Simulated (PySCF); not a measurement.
PySCF job for PbClI, SMILES [Cl][Pb][I] (connectivity only; charge and spin as stated), neutral, multiplicity 1, TDA-B3LYP/def2-SVPD. Geometry optimised at PBE-D3(BJ)/def2-SVP. The def2 effective core potentials stand for the cores of I, Pb; spin–orbit coupling is left out.

```python
import numpy as np
from pyscf import gto, scf, dft, tdscf

mol = gto.M(
    atom='''
    Pb    0.50570688   -0.83589710    0.00000000
    Cl   -1.73300583   -1.95983755    0.00000000
    I    -0.22654463    1.92190189    0.00000000
    ''',
    basis='def2-SVPD',
    ecp={'I': 'def2-svp', 'Pb': 'def2-svp'},
    charge=0,
    spin=0,
    symmetry=True,
    max_memory=1600,
    verbose=4,
)
mf = dft.RKS(mol, xc='b3lyp').density_fit(auxbasis='def2-universal-jkfit')
mf.grids.level = 3
mf.conv_tol = 1e-9
mf.max_cycle = 100
mf.kernel()
mf.grids = dft.Grids(mol).set(level=1).build(with_non0tab=True)  # coarser grid for the response kernel
td = tdscf.TDA(mf)
td.singlet = True
td.nstates = 10
td.conv_tol = 1e-4
td.kernel(x0=td.get_init_guess(mf, 15))
td.analyze()
tt = tdscf.TDA(mf)
tt.singlet = False
tt.nstates = 4
tt.conv_tol = 1e-4
tt.kernel(x0=tt.get_init_guess(mf, 9))
tt.analyze(verbose=3)
```

Log of the run:

```
PySCF version 2.14.0

[INPUT] verbose = 4
[INPUT] num. atoms = 3
[INPUT] num. electrons = 64
[INPUT] charge = 0
[INPUT] spin (= nelec alpha-beta = 2S) = 0
[INPUT] symmetry True subgroup None
[INPUT] Mole.unit = angstrom
[INPUT] Symbol           X                Y                Z      unit          X                Y                Z       unit  Magmom
[INPUT]  1 Pb     0.505706880000  -0.835897100000   0.000000000000 AA    0.955647502508  -1.579616587318   0.000000000000 Bohr   0.0
[INPUT]  2 Cl    -1.733005830000  -1.959837550000   0.000000000000 AA   -3.274906390975  -3.703556218139   0.000000000000 Bohr   0.0
[INPUT]  3 I     -0.226544630000   1.921901890000   0.000000000000 AA   -0.428107305691   3.631868210384   0.000000000000 Bohr   0.0

nuclear repulsion = 235.02142032709
point group symmetry = Cs
symmetry origin: [-4.22701899e-09 -4.72431525e-09  0.00000000e+00]
symmetry axis x: [ 1.00000000e+00 -1.22264699e-10  0.00000000e+00]
symmetry axis y: [1.22264699e-10 1.00000000e+00 0.00000000e+00]
symmetry axis z: [0. 0. 1.]
num. orbitals of irrep A' = 65
num. orbitals of irrep A" = 29
number of shells = 36
number of NR pGTOs = 182
number of NR cGTOs = 94
basis = def2-SVPD
ecp = {'I': 'def2-svp', 'Pb': 'def2-svp'}


[settings echo left out]
init E= -895.047815887019
HOMO (A") = -1.01369959766139  LUMO (A') = -0.877227003320896  gap/eV = 3.71361
cycle= 1 E= -943.429927148302  delta_E= -48.4  |g|= 4.48  |ddm|= 16.9
HOMO (A') = -0.12770235104761  LUMO (A') = -0.0355431102981338  gap/eV = 2.50778
cycle= 2 E= -846.355582375217  delta_E= 97.1  |g|= 12.8  |ddm|= 60.8
HOMO (A') = -0.0783375874712291  LUMO (A") = -0.0383619180949326  gap/eV = 1.08779
cycle= 3 E= -947.234424053736  delta_E= -101  |g|=    3  |ddm|= 59.6
HOMO (A') = -0.161119558764067  LUMO (A') = -0.122650749178996  gap/eV = 1.04679
cycle= 4 E= -949.142204040894  delta_E= -1.91  |g|=  2.1  |ddm|=  6.3
HOMO (A') = -0.280209334221019  LUMO (A") = -0.161848606992496  gap/eV = 3.22076
cycle= 5 E= -950.90686253652  delta_E= -1.76  |g|= 0.279  |ddm|= 4.52
HOMO (A') = -0.24944606415291  LUMO (A") = -0.12727588452618  gap/eV = 3.32442
cycle= 6 E= -950.924640081164  delta_E= -0.0178  |g|= 0.146  |ddm|= 0.537
HOMO (A') = -0.265095688332509  LUMO (A") = -0.135377880558184  gap/eV = 3.52980
cycle= 7 E= -950.93193052938  delta_E= -0.00729  |g|= 0.0311  |ddm|= 0.224
HOMO (A') = -0.26594717972384  LUMO (A") = -0.131963403565269  gap/eV = 3.64588
cycle= 8 E= -950.932312531355  delta_E= -0.000382  |g|= 0.01  |ddm|= 0.0637
HOMO (A') = -0.26573272618165  LUMO (A") = -0.132345076082341  gap/eV = 3.62966
cycle= 9 E= -950.93234231714  delta_E= -2.98e-05  |g|= 0.00351  |ddm|= 0.0144
HOMO (A') = -0.265274796143027  LUMO (A") = -0.132547736439692  gap/eV = 3.61169
cycle= 10 E= -950.932348038103  delta_E= -5.72e-06  |g|= 0.000529  |ddm|= 0.00543
HOMO (A') = -0.265286308779314  LUMO (A") = -0.132628363517816  gap/eV = 3.60981
cycle= 11 E= -950.932348144559  delta_E= -1.06e-07  |g|= 0.000196  |ddm|= 0.00126
HOMO (A') = -0.265276213372278  LUMO (A") = -0.132641762907092  gap/eV = 3.60917
cycle= 12 E= -950.932348156428  delta_E= -1.19e-08  |g|= 6.19e-05  |ddm|= 0.000357
HOMO (A') = -0.265276006166119  LUMO (A") = -0.132635182828603  gap/eV = 3.60934
cycle= 13 E= -950.932348157755  delta_E= -1.33e-09  |g|= 9.99e-06  |ddm|= 0.000109
HOMO (A') = -0.265276022398915  LUMO (A") = -0.132634519342788  gap/eV = 3.60936
cycle= 14 E= -950.932348157785  delta_E= -2.96e-11  |g|= 3.42e-06  |ddm|= 1.83e-05
HOMO (A') = -0.265275670630451  LUMO (A") = -0.132634559865255  gap/eV = 3.60935
Extra cycle  E= -950.932348157787  delta_E= -2.27e-12  |g|= 3.37e-06  |ddm|= 9.32e-06
converged SCF energy = -950.932348157787
tot grids = 23008


******** <class 'pyscf.tdscf.rks.TDA'> for <class 'pyscf.df.df_jk.DFSymAdaptedRKS'> ********
nstates = 10 singlet
deg_eia_thresh = 1.000e-03
wfnsym = None
conv_tol = 0.0001
eigh lindep = 1e-12
eigh level_shift = 0
eigh max_cycle = 100


Excitation energies (eV)
[2.717619   3.18115113 3.34095992 4.13301262 4.3265315  4.45702114
 4.53894663 4.70861765 4.88429913 5.08783754]

** Singlet excitation energies and oscillator strengths **
Excited State   1:   A"      2.71762 eV    456.22 nm  f=0.0002
      32 -> 33        0.70549
Excited State   2:   A"      3.18115 eV    389.75 nm  f=0.0038
      30 -> 33       -0.70233
Excited State   3:   A'      3.34096 eV    371.10 nm  f=0.0355
      30 -> 34       -0.16735
      31 -> 33        0.66937
Excited State   4:   A"      4.13301 eV    299.99 nm  f=0.0037
      28 -> 33       -0.70320
Excited State   5:   A'      4.32653 eV    286.57 nm  f=0.0008
      29 -> 33       -0.41166
      32 -> 34       -0.56061
Excited State   6:   A'      4.45702 eV    278.18 nm  f=0.0217
      28 -> 34       -0.11940
      29 -> 33       -0.52116
      32 -> 34        0.40872
      32 -> 35       -0.13365
Excited State   7:   A"      4.53895 eV    273.16 nm  f=0.0004
      31 -> 34        0.70454
Excited State   8:   A"      4.70862 eV    263.31 nm  f=0.0028
      27 -> 33        0.70079
Excited State   9:   A'      4.88430 eV    253.84 nm  f=0.0098
      29 -> 33       -0.10064
      30 -> 34       -0.36442
      32 -> 35        0.58049
Excited State  10:   A"      5.08784 eV    243.69 nm  f=0.0063
      31 -> 35        0.70320

** Transition electric dipole moments (AU) **
state          X           Y           Z        Dip. S.      Osc.
  1        -0.0000     -0.0000     -0.0582      0.0034      0.0002
  2        -0.0000      0.0000     -0.2219      0.0492      0.0038
  3         0.0039     -0.6584     -0.0000      0.4335      0.0355
  4         0.0000     -0.0000      0.1922      0.0370      0.0037
  5         0.0060     -0.0876     -0.0000      0.0077      0.0008
  6        -0.4003     -0.1969     -0.0000      0.1990      0.0217
  7        -0.0000     -0.0000     -0.0589      0.0035      0.0004
  8         0.0000      0.0000     -0.1570      0.0246      0.0028
  9        -0.2251      0.1763     -0.0000      0.0818      0.0098
 10         0.0000      0.0000      0.2253      0.0508      0.0063

WARN: ECP detected. Skipping calculation of transition velocity and magnetic dipole moments, which have not yet been implemented.



******** <class 'pyscf.tdscf.rks.TDA'> for <class 'pyscf.df.df_jk.DFSymAdaptedRKS'> ********
nstates = 4 triplet
deg_eia_thresh = 1.000e-03
wfnsym = None
conv_tol = 0.0001
eigh lindep = 1e-12
eigh level_shift = 0
eigh max_cycle = 100


Excitation energies (eV)
[2.57861816 2.70447191 2.8141565  3.77929138]

** Triplet excitation energies and oscillator strengths **
Excited State   1:   A"      2.57862 eV    480.82 nm  f=0.0000
Excited State   2:   A'      2.70447 eV    458.44 nm  f=0.0000
Excited State   3:   A"      2.81416 eV    440.57 nm  f=0.0000
Excited State   4:   A'      3.77929 eV    328.06 nm  f=0.0000
```

The calculation finished and met its thresholds.
